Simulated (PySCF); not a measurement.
**`C=Cc1ccc([Se]C)cc1`, C$_{9}$H$_{10}$Se**

Geometry:
| atom | x (Å) | y (Å) | z (Å) |
| --- | --- | --- | --- |
| C1 | 3.930 | 0.102 | -0.430 |
| C2 | 2.797 | 0.789 | -0.344 |
| C3 | 1.448 | 0.245 | -0.278 |
| C4 | 0.368 | 1.125 | -0.191 |
| C5 | -0.933 | 0.668 | -0.121 |
| C6 | -1.186 | -0.696 | -0.129 |
| Se7 | -2.945 | -1.445 | -0.021 |
| C8 | -4.019 | 0.137 | 0.374 |
| C9 | -0.121 | -1.589 | -0.224 |
| C10 | 1.173 | -1.125 | -0.298 |
| H11 | 4.884 | 0.600 | -0.474 |
| H12 | 3.961 | -0.973 | -0.460 |
| H13 | 2.845 | 1.872 | -0.318 |
| H14 | 0.552 | 2.190 | -0.180 |
| H15 | -1.742 | 1.380 | -0.061 |
| H16 | -4.013 | 0.813 | -0.477 |
| H17 | -3.632 | 0.623 | 1.266 |
| H18 | -5.030 | -0.218 | 0.555 |
| H19 | -0.324 | -2.652 | -0.236 |
| H20 | 1.982 | -1.836 | -0.367 |

Theory: PySCF, GIAO PBE/pcSseg-1 magnetisability, rotational g tensor and spin-rotation constants, non-relativistic, gas phase. Geometry: GFN2-xTB.

The calculation is non-relativistic, which matters for the atoms heavier than Zn.

Task: Give the nuclear spin-rotation constants along the inertial axes (H = +C I·J) beside the isotropic shieldings.

Result: Rotational constants 3.4744, 0.4132, 0.3706 GHz. A star marks the isotopologue with that one atom substituted, in its own axes.
```csv
atom,isotope,Caa (kHz),Cbb (kHz),Ccc (kHz),mean (kHz),σ (ppm)
H11,1H,0.297,-0.039,-0.042,0.072,26.3
H12,1H,-0.292,0.035,-0.042,-0.100,25.6
H13,1H,-0.242,0.034,-0.042,-0.083,25.0
H14,1H,-0.240,0.034,-0.040,-0.082,24.5
H15,1H,-0.118,0.018,-0.040,-0.047,24.7
H16,1H,-0.306,-0.029,-0.008,-0.115,29.1
H17,1H,-0.260,-0.036,-0.009,-0.102,29.3
H18,1H,0.090,-0.045,-0.042,0.001,29.7
H19,1H,-0.238,0.034,-0.039,-0.081,24.3
H20,1H,-0.098,0.020,-0.038,-0.039,23.9
C1,13C*,1.359,0.149,0.046,0.518,69.0
C2,13C*,1.429,0.179,0.062,0.557,39.6
C3,13C*,1.660,0.164,0.041,0.622,46.9
C4,13C*,1.298,0.189,0.054,0.513,48.1
C5,13C*,1.332,0.182,0.043,0.519,56.0
C6,13C*,1.707,0.168,0.058,0.644,31.9
Se7,77Se*,4.428,0.919,0.742,2.030,1439.3
C8,13C*,0.498,0.056,0.056,0.203,167.2
```
For the geometry as given, no vibrational averaging.
